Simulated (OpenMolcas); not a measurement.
## N3+: effect of the active space

```yaml
Program: OpenMolcas
Method: CASSCF or its RAS form
Basis: ANO-RCC-VDZP
Scalar_Hamiltonian: DKH2, point nucleus
Spin-orbit_coupling: RASSI with atomic mean-field integrals over the reference wave functions, term energies averaged over their components
```

A. 2 electrons in 4 orbitals (2s 2p); 2S+1 = 3 even, 3 roots; 2S+1 = 1 even, 7 roots; 2S+1 = 3 odd, 3 roots; 2S+1 = 1 odd, 3 roots; cost of the order of 13 core-seconds
B. 2 electrons in 9 orbitals (RAS2 2s 2p; RAS3 3d, at most 2 electrons); 2S+1 = 3 even, 3 roots; 2S+1 = 1 even, 7 roots; 2S+1 = 3 odd, 3 roots; 2S+1 = 1 odd, 3 roots; cost about 16 core-seconds

Energies in cm⁻¹ above 2s² ¹S₀, the measured ground level; measured values from Moore, Selected Tables of Atomic Spectra, NSRDS-NBS 3, section 4.

| Level | A | B | Measured |
| --- | --- | --- | --- |
| 2s² ¹S₀ | 0.0 | 0.0 | 0.0 |
| 2s 2p ³P°₀ | 68165 | 67241 | 67209 |
| 2s 2p ³P°₁ | 68230 | 67306 | 67272 |
| 2s 2p ³P°₂ | 68360 | 67436 | 67416 |
| 2s 2p ¹P°₁ | 142424 | 134012 | 130694 |
| 2p² ³P₀ | 177666 | 176941 | 175535 |
| 2p² ³P₁ | 177730 | 177005 | 175608 |
| 2p² ³P₂ | 177858 | 177133 | 175733 |
| 2p² ¹D₂ | 199229 | 191362 | 188882 |
| 2p² ¹S₀ | 248897 | 243868 | 235369 |

Deviations, from unrounded energies. A percentage is the sum of absolute deviations over the sum of measured energies, with the sign that they share, or ± where signs differ.

```json
{"Against measurement": "mean absolute deviation (cm-1)", "Levels": "9", "A": "5000", "B": "2100"}
{"Against measurement": "other configurations (%)", "Levels": "9", "A": "+3.5", "B": "+1.4"}
```

B lies closest to measurement on these levels. The largest miss of B in the table is 2p² ¹S₀, by +8500 cm-1. The ranking rests on the paired levels alone, and a cruder setting can come out closer through cancelling errors.

Between A and B the level of the table that moves most is 2s 2p ¹P°₁, by 8400 cm-1 (lowest in B, highest in A).

The basis is small and was not contracted for so high a charge. Active for correlation alone: 3d; no level in the range computed is led by a configuration that fills it, so any true level of that kind is missing (holds for B). Measured partners are found by configuration, term and J. A level has none where our copy of the source lacks it or the pairing is in doubt (some pairs that miss far off the trend of their configuration count as doubtful), and it then counts in no deviation. Only configurations of the active space appear.

° marks odd parity.
